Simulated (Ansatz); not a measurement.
FH₂MoNOS (`[NH2][Mo](=[O])([F])=[S]`). The species carries charge 0 and has multiplicity 1. Mo takes the def2 core potential.

Cartesian coordinates in Å:
```
N 0.500 -0.385 -1.006
Mo -0.345 0.312 0.553
O 0.455 1.715 0.969
F -2.127 0.667 0.213
S -0.169 -1.129 2.083
H 1.080 0.188 -1.603
H 0.604 -1.368 -1.209
```

(1) What are the harmonic wavenumbers in cm⁻¹ at PBE0-D4/def2-TZVP (Ansatz, finite differences of forces, unscaled)? (Estimate.)

(2) Is this a minimum?

(3) Give the ideal-gas thermochemistry at 298.15 K and 1 bar (rigid rotor, harmonic oscillator; point group C1, symmetry number 1).

## Answers

(1) Computed: 189, 207, 212, 246, 277, 388, 510, 584, 678, 695, 740, 1060, 1534, 3568, 3675.

(2) Yes, all 15 modes are real.

(3) Zero-point energy 87.1 kJ/mol; H(298) − E = 106.7 kJ/mol; entropy 341.6 J/(mol·K), of which translation 173.6, rotation 114.7, vibration 53.4; G(298) − E = 4.8 kJ/mol.
